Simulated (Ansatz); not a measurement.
Cd13Te13H30, 56 atoms. Hardware: 11 threads of AMD EPYC 7R13 on a shared host and a whole NVIDIA H100 80GB HBM3.

In the def2 sets Cd, Te take a core potential; there is no spin–orbit coupling. Single mean-field runs in def2-SVP, def2-TZVP are fitted with def2-universal-jkfit.

**Question.** How many basis functions does each of these Ansatz runs have, and roughly what does it cost? PBE-D4/def2-TZVP, charge 0 singlet, energy, from earlier orbitals; PBE0-D4/def2-TZVP, charge 0 singlet, energy and forces, from earlier orbitals; PBE-D4/def2-SVP, charge 0 singlet, energy, from earlier orbitals; PBE0-D4/def2-TZVP, charge 0 triplet at the geometry of the charge 0 singlet, energy; PBE-D4/def2-SVP, charge 0 singlet, relaxation, 33 steps; PBE0-D4/def2-TZVP, charge 1 doublet at the geometry of the charge 0 singlet, energy; PBE0-D4/def2-TZVP, charge -1 doublet at the geometry of the charge 0 singlet, energy; PBE0-D4/def2-SVP, charge 0 singlet, energy, from earlier orbitals; PBE-D4/def2-TZVP, charge -1 doublet at the geometry of the charge 0 singlet, energy, from earlier orbitals; PBE-D4/def2-TZVP, charge 1 doublet at the geometry of the charge 0 singlet, energy, from earlier orbitals; PBE-D4/def2-TZVP, charge 0 triplet at the geometry of the charge 0 singlet, energy, from earlier orbitals; r2SCAN-D4/def2-TZVP, charge 0 singlet, energy, from earlier orbitals.

**Answer.** Other jobs shared the machine, so times can vary by a factor of up to 3.

| run | functions | fitting or Cholesky vectors | wall time | peak host memory (GiB) |
| --- | --- | --- | --- | --- |
| PBE-D4/def2-SVP, charge 0 singlet, energy, from earlier orbitals | 891 | 6689 | 6 s | 1.7 |
| PBE-D4/def2-TZVP, charge 0 singlet, energy, from earlier orbitals | 1350 | 6689 | 8 s | 1.8 |
| PBE0-D4/def2-SVP, charge 0 singlet, energy, from earlier orbitals | 891 | 6689 | 9 s | 1.7 |
| r2SCAN-D4/def2-TZVP, charge 0 singlet, energy, from earlier orbitals | 1350 | 6689 | 10 s | 1.9 |
| PBE-D4/def2-TZVP, charge -1 doublet at the geometry of the charge 0 singlet, energy, from earlier orbitals | 1350 | 6689 | 17 s | 2.6 |
| PBE0-D4/def2-TZVP, charge 0 singlet, energy and forces, from earlier orbitals | 1350 | 6689 | 21 s | 8.5 |
| PBE-D4/def2-TZVP, charge 1 doublet at the geometry of the charge 0 singlet, energy, from earlier orbitals | 1350 | 6689 | 24 s | 2.6 |
| PBE-D4/def2-TZVP, charge 0 triplet at the geometry of the charge 0 singlet, energy, from earlier orbitals | 1350 | 6689 | 28 s | 2.6 |
| PBE0-D4/def2-TZVP, charge -1 doublet at the geometry of the charge 0 singlet, energy | 1350 | 6689 | 36 s | 2.7 |
| PBE0-D4/def2-TZVP, charge 0 triplet at the geometry of the charge 0 singlet, energy | 1350 | 6689 | 89 s | 2.7 |
| PBE0-D4/def2-TZVP, charge 1 doublet at the geometry of the charge 0 singlet, energy | 1350 | 6689 | 92 s | 2.7 |
| PBE-D4/def2-SVP, charge 0 singlet, relaxation, 33 steps | 891 | 6689 | 2.8 min | 1.8 |
